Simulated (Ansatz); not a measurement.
Input for Ansatz (an electronic-structure program): R-PBE/def2-TZVPP on CH5NSi (SMILES C[Si]N), a point of a torsion scan.

Ansatz 0.2 input:
```yaml
crystal:
  periodic: [false, false, false]
  atoms:
    - {symbol: C, position_ang: [1.19708878, -0.13462491, 0.12113909]}
    - {symbol: Si, position_ang: [-0.22332731, 1.03046311, 0.68687466]}
    - {symbol: N, position_ang: [-1.50272171, 0.30343573, -0.19688401]}
    - {symbol: H, position_ang: [1.33293914, -0.10764459, -0.96072745]}
    - {symbol: H, position_ang: [2.14552196, 0.15163747, 0.57270322]}
    - {symbol: H, position_ang: [1.00441881, -1.17037048, 0.40358587]}
    - {symbol: H, position_ang: [-1.40920218, -0.50251382, -0.80128439]}
    - {symbol: H, position_ang: [-2.45114641, 0.63598301, -0.16684383]}
basis:
  gaussian:
    orbitals: def2-TZVPP
hamiltonian:
  xc: {name: PBE}
scf: {lower_state_search: off}
```

The log:

```
WARN ansatz: RAYON_NUM_THREADS=1 ignored (pool sized by the plan → 1); use --threads N
Functional definition: PBE
these checks for a lower state are left out or cut short: stability, starts, cluster_reference, orbital_swaps, neighbouring_geometries, increment
integrals: 0.07 GiB planned
918 factors; their error is unknown
mean field: 0.58 GiB planned
mean field evaluation 1: about -10462.0978 eV, gradient 9.3e1 eV
mean field evaluation 2: about -10398.5196 eV, gradient 1.6e2 eV
mean field evaluation 4: about -10478.8153 eV, gradient 2.2e1 eV
mean field evaluation 8: about -10479.9888 eV, gradient 2.9e-1 eV
mean field evaluation 16: about -10479.9636 eV, gradient 2.9e-4 eV
mean field -10479.96360892 eV, -385.1315590535 hartree, gradient 1.3e-6 eV, S^2 0.000000; 0 other end points of the search recorded, 0 dependent functions left out
reference -10479.96364525 eV, -385.1315603886 hartree; 16, 16 occupied and 158, 158 virtual orbitals, 918 factors
Total energy: -10479.96364525 eV, -385.1315603886 hartree
Checks for a lower state left out: stability, starts, cluster_reference, orbital_swaps, neighbouring_geometries, increment
```

Self-consistency was reached.

Cost: roughly 1.6 core-seconds.
